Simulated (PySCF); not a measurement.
TiI3, SMILES [I][Ti]([I])[I] (connectivity only; charge and spin as stated), neutral, multiplicity 2. Atoms are numbered in the order given.

```xyz
4

Ti     0.0000     0.0000     0.0000
I      2.5494     0.0000     0.0000
I     -1.2747    -2.2079     0.0000
I     -1.2747     2.2079     0.0000
```
Charge 0, spin multiplicity 2.

Geometry optimised at PBE0-D3(BJ)/def2-SVP. The multiplicity is an assumed one; no other spin state was optimised. The isomer is the one that the SMILES or the coordinates give; other isomers of the formula were not compared. The def2 effective core potentials stand for the cores of I; spin–orbit coupling is left out.

Computed with PBE0-D3(BJ)/def2-SVP in PySCF.

Frequencies are harmonic and unscaled.

Modes within 1.5 cm⁻¹ of each other (mostly degenerate sets) share a row, with their intensities summed.

Computed vibrational spectrum:
```json
[
 {"mode": "1–2", "ν (cm⁻¹)": "43", "IR (km/mol)": "0.0", "moving atoms (share of kinetic energy)": "I 93 %"},
 {"mode": "3", "ν (cm⁻¹)": "57", "IR (km/mol)": "7.2", "moving atoms (share of kinetic energy)": "Ti 89 %, I 11 %"},
 {"mode": "4", "ν (cm⁻¹)": "158", "IR (km/mol)": "0.0", "moving atoms (share of kinetic energy)": "I 100 %"},
 {"mode": "5–6", "ν (cm⁻¹)": "344", "IR (km/mol)": "199.6", "moving atoms (share of kinetic energy)": "Ti 82 %, I 18 %"}
]
```
